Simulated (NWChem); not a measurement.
System: GaHF$_{2}$; SMILES [F][GaH][F]

All runs: NWChem. Pople sets run with spherical d functions. All runs use the structure optimised with B3LYP/6-31G* (spherical d). Level M06-2X/6-31G*: energy and gradient on several grids; changes count from the extra-fine grid, which is no exact limit either.

| grid | size of the energy change (μHa) | largest change of a gradient component (μHa/bohr) |
|---|---|---|
| xcoarse | 40000 | 5000 |
| coarse | 700 | 500 |
| medium | 60 | 100 |
| fine | < 10 | < 30 |
| xfine | < 10 | < 30 |
